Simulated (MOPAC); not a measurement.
A run for MOPAC: PM3 on CH8Si (a complex), monomers drawn apart or pushed together.

```
PM3 1SCF PRECISE CHARGE=0 THREADS=1
CH8Si

H     -0.61203198 1     0.30408096 1     0.13778172 1
H      0.03070897 1     0.26850090 1    -0.23557631 1
C      0.71566407 1    -1.08835110 1     2.90066878 1
Si    -0.28470755 1     0.47285702 1     3.18351089 1
H      1.67646538 1    -1.03243364 1     3.41557081 1
H      0.90946527 1    -1.23847210 1     1.83740465 1
H      0.18272160 1    -1.96440228 1     3.27468559 1
H     -0.54731086 1     0.66859698 1     4.63046413 1
H     -1.58953009 1     0.39247192 1     2.48210151 1
H      0.44257656 1     1.66158921 1     2.67626762 1
```

It printed:

```
*******************************************************************************
 **                                                                           **
 **                              MOPAC v23.2.5                                **
 **                                                                           **
 *******************************************************************************
 ** MOPAC's Digital Object Identifier: https://doi.org/10.5281/zenodo.6511958 **
 **                                                                           **
 ** Please cite the open-source release paper for use of this MOPAC version:  **
 ** J. E. Moussa and J. J. P. Stewart (2026)                                  **
 ** MOPAC: An open-source semiempirical molecular orbital program             **
 ** J. Open Source Softw., 11(119), 8025, https://doi.org/10.21105/joss.08025 **
 *******************************************************************************

                              PM3 CALCULATION RESULTS

 *******************************************************************************
 *  PM3        - The PM3 Hamiltonian to be used
 *
 *
 *
 *                 CHARGE ON SYSTEM = 0
 *
 *
 *
 *  PRECISE    - TIGHTER CRITERIA TO BE USED
 *  1SCF       - DO 1 SCF AND THEN STOP
 *  THREADS=1  - MULTI-THREADING NOT USED
 *  T=         - A TIME OF 172800.0 SECONDS REQUESTED
 *  DUMP=N     - RESTART FILE WRITTEN EVERY 7200.0 SECONDS REQUESTED
 *******************************************************************************
PM3 1SCF PRECISE CHARGE=0 THREADS=1
 CH8Si

   ATOM   CHEMICAL          X               Y               Z
  NUMBER   SYMBOL      (ANGSTROMS)     (ANGSTROMS)     (ANGSTROMS)

     1       H         -0.61203198  *   0.30408096  *   0.13778172  *
     2       H          0.03070897  *   0.26850090  *  -0.23557631  *
     3       C          0.71566407  *  -1.08835110  *   2.90066878  *
     4      Si         -0.28470755  *   0.47285702  *   3.18351089  *
     5       H          1.67646538  *  -1.03243364  *   3.41557081  *
     6       H          0.90946527  *  -1.23847210  *   1.83740465  *
     7       H          0.18272160  *  -1.96440228  *   3.27468559  *
     8       H         -0.54731086  *   0.66859698  *   4.63046413  *
     9       H         -1.58953009  *   0.39247192  *   2.48210151  *
    10       H          0.44257656  *   1.66158921  *   2.67626762  *



          CARTESIAN COORDINATES

    NO.       ATOM           X           Y           Z

     1         H         -0.6120      0.3041      0.1378
     2         H          0.0307      0.2685     -0.2356
     3         C          0.7157     -1.0884      2.9007
     4        Si         -0.2847      0.4729      3.1835
     5         H          1.6765     -1.0324      3.4156
     6         H          0.9095     -1.2385      1.8374
     7         H          0.1827     -1.9644      3.2747
     8         H         -0.5473      0.6686      4.6305
     9         H         -1.5895      0.3925      2.4821
    10         H          0.4426      1.6616      2.6763

  H: (PM3): J. J. P. STEWART, J. COMP. CHEM. 10, 209 (1989).
  C: (PM3): J. J. P. STEWART, J. COMP. CHEM. 10, 209 (1989).
 Si: (PM3): J. J. P. STEWART, J. COMP. CHEM. 10, 209 (1989).

           Empirical Formula: C H8 Si  =    10 atoms



      MOLECULAR POINT GROUP   :   C1


      RHF CALCULATION, NO. OF DOUBLY OCCUPIED LEVELS = 8


 -------------------------------------------------------------------------------
 PM3 1SCF PRECISE CHARGE=0 THREADS=1
 CH8Si



     1SCF WAS SPECIFIED, SO BFGS WAS NOT USED
     SCF FIELD WAS ACHIEVED


                              PM3 CALCULATION
                                                       MOPAC v23.2.5 Linux




          FINAL HEAT OF FORMATION =        -17.21791 KCAL/MOL =     -72.03972 KJ/MOL


          COSMO AREA              =        112.20 SQUARE ANGSTROMS
          COSMO VOLUME            =         98.22 CUBIC ANGSTROMS

          IONIZATION POTENTIAL    =         11.034749 EV
          HOMO LUMO ENERGIES (EV) =        -11.035  0.705
          NO. OF FILLED LEVELS    =          8
          MOLECULAR WEIGHT        =         48.1597         POINT GROUP:  C1

          MOLECULAR DIMENSIONS (Angstroms)

            Atom       Atom       Distance
            H     8    H     2     4.91656
            H     7    H    10     3.66961
            H     9    H     5     3.42372


          SCF CALCULATIONS        =          1





   ATOM   CHEMICAL          X               Y               Z
  NUMBER   SYMBOL      (ANGSTROMS)     (ANGSTROMS)     (ANGSTROMS)

     1       H         -0.61203198  *   0.30408096  *   0.13778172  *
     2       H          0.03070897  *   0.26850090  *  -0.23557631  *
     3       C          0.71566407  *  -1.08835110  *   2.90066878  *
     4      Si         -0.28470755  *   0.47285702  *   3.18351089  *
     5       H          1.67646538  *  -1.03243364  *   3.41557081  *
     6       H          0.90946527  *  -1.23847210  *   1.83740465  *
     7       H          0.18272160  *  -1.96440228  *   3.27468559  *
     8       H         -0.54731086  *   0.66859698  *   4.63046413  *
     9       H         -1.58953009  *   0.39247192  *   2.48210151  *
    10       H          0.44257656  *   1.66158921  *   2.67626762  *

                             CARTESIAN COORDINATES

   1    H       -0.612031980     0.304080960     0.137781720
   2    H        0.030708970     0.268500900    -0.235576310
   3    C        0.715664070    -1.088351100     2.900668780
   4   Si       -0.284707550     0.472857020     3.183510890
   5    H        1.676465380    -1.032433640     3.415570810
   6    H        0.909465270    -1.238472100     1.837404650
   7    H        0.182721600    -1.964402280     3.274685590
   8    H       -0.547310860     0.668596980     4.630464130
   9    H       -1.589530090     0.392471920     2.482101510
  10    H        0.442576560     1.661589210     2.676267620


           Empirical Formula: C H8 Si  =    10 atoms



      MOLECULAR POINT GROUP   :   C1


                  EIGENVALUES
 -29.01673 -16.56028 -15.43931 -14.14606 -13.73385 -11.36018 -11.12181 -11.03475
   0.70455   1.71081   2.20744   2.21890   4.55898   4.63250   4.63544   4.65597


              NET ATOMIC CHARGES AND DIPOLE CONTRIBUTIONS

  ATOM NO.   TYPE          CHARGE      No. of ELECS.   s-Pop       p-Pop
    1          H           0.010655        0.9893     0.98934
    2          H          -0.008936        1.0089     1.00894
    3          C          -0.275761        4.2758     1.15130     3.12446
    4         Si           0.457120        3.5429     0.95565     2.58723
    5          H           0.055377        0.9446     0.94462
    6          H           0.057166        0.9428     0.94283
    7          H           0.055271        0.9447     0.94473
    8          H          -0.119506        1.1195     1.11951
    9          H          -0.115427        1.1154     1.11543
   10          H          -0.115960        1.1160     1.11596
 DIPOLE           X         Y         Z       TOTAL
 POINT-CHG.     0.087    -0.179    -0.077     0.214
 HYBRID         0.107    -0.169    -0.022     0.202
 SUM            0.195    -0.348    -0.100     0.411


          ATOMIC ORBITAL ELECTRON POPULATIONS

     Atom    s        px        py        pz
    1  H   0.98934
    2  H   1.00894
    3  C   1.15130   1.03960   1.05028   1.03458
    4 Si   0.95565   0.86571   0.84563   0.87590
    5  H   0.94462
    6  H   0.94283
    7  H   0.94473
    8  H   1.11951
    9  H   1.11543
   10  H   1.11596

 **********************
 *                    *
 * JOB ENDED NORMALLY *
 *                    *
 **********************




 == MOPAC DONE ==
```

The run finished.

Cost: about 0.03 core-seconds (a rough figure).
